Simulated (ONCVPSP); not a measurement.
# Which change was made? (N, ONCV)

```json
{
  "Element": "N (Z = 7)",
  "Generator": "ONCVPSP 4.0.1",
  "Type": "optimised norm-conserving Vanderbilt (ONCV)",
  "Functional": "PBE",
  "Relativity": "scalar-relativistic",
  "Frozen core": "[He]",
  "Valence charge": "5",
  "Reference configuration": "2s2 2p3",
  "Partial waves": "2s: rc 0.75 bohr, ncon 4, nbas 7, qcut 9.8 1/bohr, 3 projectors, debl 3.8 Ha; 2p: rc 1.65 bohr, ncon 5, nbas 10, qcut 8.3 1/bohr, 2 projectors, debl 1.8 Ha; d scattering state at 0.06 Ha: rc 1.40 bohr, ncon 3, nbas 8, qcut 7.7 1/bohr, 2 projectors, debl 3.4 Ha",
  "Local potential": "polynomial inside 0.70 bohr (lpopt 3, dvloc0 6 Ha)",
  "Core correction": "Teter function, fcfact 5, rcfact 1.1"
}
```

Cutoffs, loose and tight: the cutoffs (Ha) at which the residual kinetic energy of the hardest occupied pseudo-wave falls to 1 and 0.1 mHa per electron. They do not see the model core or the augmentation charge, which bear on the density cutoff. Test errors are all-electron minus pseudo excitation energies from the reference, over the configurations 2s2 2p2; 2s2 2p1; 2s2 2p0; 2s2 2p2.5; variants that change the core or the reference have their own tests.

The base gives: outcome: generated; cutoff, loose: 30 Ha; cutoff, tight: 184 Ha; bound ghosts: s; GHOST(+) flags above zero: s; largest test error (meV): +724.

After one change the result is: outcome: generated; cutoff, loose: 30 Ha; cutoff, tight: 184 Ha; bound ghosts: s; GHOST(+) flags above zero: s; largest test error (meV): +558. Which change was it?
A. p: rc 1.18
B. p: rc 1.84
C. p: rc 1.46
D. p: rc 2.34
E. p: rc 2.06

C. The others give: p: rc 2.06 → outcome: generated; cutoff, loose: 30 Ha; cutoff, tight: 184 Ha; bound ghosts: s; GHOST(+) flags above zero: s; largest test error (meV): +1216 | p: rc 2.34 → outcome: generated; cutoff, loose: 30 Ha; cutoff, tight: 184 Ha; bound ghosts: s; GHOST(+) flags above zero: s; largest test error (meV): +1706 | p: rc 1.18 → outcome: generated; cutoff, loose: 33 Ha; cutoff, tight: 184 Ha; bound ghosts: s; GHOST(+) flags above zero: s; largest test error (meV): +386 | p: rc 1.84 → outcome: generated; cutoff, loose: 30 Ha; cutoff, tight: 184 Ha; bound ghosts: s; GHOST(+) flags above zero: s; largest test error (meV): +920.
